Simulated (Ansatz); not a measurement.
Input file for `[OH][Ta]([OH])([OH])([F])[F]`:

```yaml
crystal:
  periodic: [false, false, false]
  atoms:
    - {symbol: O, position_ang: [0.432340, -1.711180, 0.173091]}
    - {symbol: Ta, position_ang: [0.137061, 0.152883, 0.149068]}
    - {symbol: O, position_ang: [1.825918, 0.602237, -0.589338]}
    - {symbol: O, position_ang: [-1.708203, 0.051866, 0.637638]}
    - {symbol: F, position_ang: [-0.557403, 0.907080, -1.457934]}
    - {symbol: F, position_ang: [0.561314, 0.947923, 1.789029]}
    - {symbol: H, position_ang: [-0.253476, -2.330942, 0.433855]}
    - {symbol: H, position_ang: [2.178507, 1.021499, -1.372212]}
    - {symbol: H, position_ang: [-2.527660, 0.312333, 0.219604]}
basis:
  gaussian: {orbitals: def2-SVP}
correlation: {method: ccsd_t}
```

```sh
$ ansatz run in.yaml --threads 4 --pin off --events-out ev --progress --plain --max-ram 11315MiB
```

Log, shortened:

```
Functional definition: HF
1112 factors; integrals over basis functions are off by at most 5.5e-4 eV
mean field evaluation 1: about -13094.2318 eV, gradient 7.1e1 eV
mean field evaluation 2: about -13094.3851 eV, gradient 7.2e1 eV
mean field evaluation 4: about -13103.2914 eV, gradient 3.7e0 eV
mean field evaluation 8: about -13103.3643 eV, gradient 3.2e-1 eV
mean field -13103.36465378 eV, -481.5397692468 hartree, gradient 2.8e-6 eV, S^2 0.000000; 0 other end points of the search recorded, 0 dependent functions left out
5 core orbitals not correlated: weight in the atoms' cores, before any rotation towards them, 1.000 or more for the frozen orbitals, at most 0.000 for the correlated occupied ones
reference -13103.36465378 eV, -481.5397692468 hartree; 24, 24 occupied and 88, 88 virtual orbitals, 1112 factors
second order -33.60814432 eV of doubles, -0.00000000 eV of singles
cycle   1  -32.29724499 eV  change     1.3e0 eV  update   2.0e-1
cycle   2  -33.24887159 eV  change   -9.5e-1 eV  update   8.5e-2
cycle   3  -33.49649461 eV  change   -2.5e-1 eV  update   3.2e-2
cycle   4  -33.48879909 eV  change    7.7e-3 eV  update   8.2e-3
cycle   5  -33.47459399 eV  change    1.4e-2 eV  update   2.6e-3
cycle   6  -33.47502100 eV  change   -4.3e-4 eV  update   9.9e-4
cycle   7  -33.47543407 eV  change   -4.1e-4 eV  update   4.1e-4
cycle   8  -33.47518000 eV  change    2.5e-4 eV  update   1.4e-4
cycle   9  -33.47519520 eV  change   -1.5e-5 eV  update   5.7e-5
perturbative correction -0.94710560 eV, -0.0348054890 hartree
Total energy: -13137.78695458 eV, -482.8047654690 hartree
```

Hardware: 4 threads of an Arm Neoverse V2 on a shared host. Wall time 20 s, peak host memory 0.83 GiB.

MP2 recovers 97.6 % of the CCSD(T) correlation energy and the triples give 2.8 %; T1 = 0.0186.
